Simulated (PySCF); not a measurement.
Mayer bond orders and bond lengths

C5H4FN.
Numbering: `[F:1][c:2]1[cH:3][cH:4][n:5][cH:6][cH:7]1` (hydrogens: H8 on C3; H9 on C4; H10 on C6; H11 on C7)

Geometry (PBE0-D3(BJ)/def2-SVP, Å), atoms numbered from 1 in this order:
```
atom  x, y, z in Å
F1    -0.4049    2.1455    0.2669
C2    -0.2726    0.8392    0.0845
C3    -1.4038    0.0453   -0.0488
C4    -1.2027   -1.3208   -0.2416
N5    -0.0035   -1.8935   -0.3030
C6     1.0615   -1.1071   -0.1709
C7     0.9934    0.2716    0.0260
H8    -2.4009    0.4855   -0.0020
H9    -2.0688   -1.9834   -0.3518
H10    2.0407   -1.5965   -0.2241
H11    1.8869    0.8890    0.1309
```

Bond orders from the PBE0/pcSseg-1 density (PySCF). Geometry: PBE0-D3(BJ)/def2-SVP; no solvent, vibrations or thermal averaging.

(1) Where do the orders between heavy atoms depart from those drawn in the SMILES?

(2) Set the Mayer orders of the bonds beside their lengths.

## Answers

(1) The largest departure is 0.118, at C3–C4 (drawn aromatic, 1.382) and C6–C7 (drawn aromatic, 1.382), counting aromatic bonds as 1.5. The bonds drawn aromatic range from 1.38 to 1.48.

(2) 
```csv
bond,drawn as,length (Å),Mayer order
F1–C2,single,1.326,0.946
C2–C3,aromatic,1.388,1.411
C3–C4,aromatic,1.394,1.382
C4–N5,aromatic,1.330,1.477
N5–C6,aromatic,1.330,1.477
C6–C7,aromatic,1.394,1.382
C7–C2,aromatic,1.389,1.411
C3–H8,single,1.091,0.945
C4–H9,single,1.096,0.965
C6–H10,single,1.096,0.965
C7–H11,single,1.091,0.945
```

By pair of heavy elements: C–C: lowest C3–C4 and C6–C7 (1.382, 1.394 Å), highest C2–C3 and C7–C2 (1.411, 1.388 Å). C–N: all 2 within 0.02 of one another (1.477 to 1.477). Bonds named together lie within 0.004.

Problem. Sum the orders of all bonds at each heavy atom with more than one neighbour and set the sums beside the valence in the SMILES.

Solution. C2 3.768 (drawn 4), C3 3.738 (drawn 4), C4 3.824 (drawn 4), N5 2.954 (drawn 3), C6 3.824 (drawn 4), C7 3.738 (drawn 4). Orders between atoms that aren't bonded are not in these sums.

For a closed shell the Mayer order of atoms A and B is Σ (PS)μν (PS)νμ over the basis functions μ on A and ν on B, with P the density and S the overlap matrix.
